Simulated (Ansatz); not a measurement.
CH4BFO (SMILES OCBF): the energy to break a bond

CH4BFO has 8 atoms, charge 0, and is taken as a singlet. As SMILES, `OCBF`. The shape was relaxed beforehand at PBE0/def2-SVP. This is one conformer, not always the lowest.

```xyz
8

O    -1.2423    0.7599   -0.1697
C     0.1076    0.4313   -0.0149
B     0.3639   -1.1091    0.0748
F    -0.6255   -1.9771    0.0079
H    -1.3243    1.7165   -0.2179
H     0.5717    0.8704    0.8992
H     0.7542    0.7983   -0.8462
H     1.4871   -1.5475    0.2110
```

Wanted: the dissociation energy of the H7–C2 bond into doublet H and doublet CH3BFO (shapes relaxed at PBE0/def2-SVP, no zero-point term). 1 Eh = 2625.50 kJ/mol = 27.2114 eV. Totals in Eh; open shells run unrestricted unless said.

| level | program | CH4BFO | doublet H | doublet CH3BFO |
| --- | --- | --- | --- | --- |
| HF/def2-TZVP | Ansatz | -239.323910 | -0.499810 | -238.720305 |
| PBE/def2-TZVP | Ansatz | -240.290590 | -0.499616 | -239.663579 |
| B3LYP/def2-TZVP | Ansatz | -240.575461 | -0.502154 | -239.941660 |

Question: Work out the dissociation energy at each level.

Answer: 
1. HF/def2-TZVP: (-0.499810) + (-238.720305) − (-239.323910) = 0.103795 Eh = 272.5 kJ/mol = 2.82 eV.
2. PBE/def2-TZVP: (-0.499616) + (-239.663579) − (-240.290590) = 0.127395 Eh = 334.5 kJ/mol = 3.47 eV.
3. B3LYP/def2-TZVP: (-0.502154) + (-239.941660) − (-240.575461) = 0.131647 Eh = 345.6 kJ/mol = 3.58 eV.

The levels span 273 to 346 kJ/mol; no measured value is set beside them. Hartree–Fock lacks the correlation of the bonding electrons, so it comes out low. A bond enthalpy at 298 K also holds the loss of zero-point energy and thermal terms.
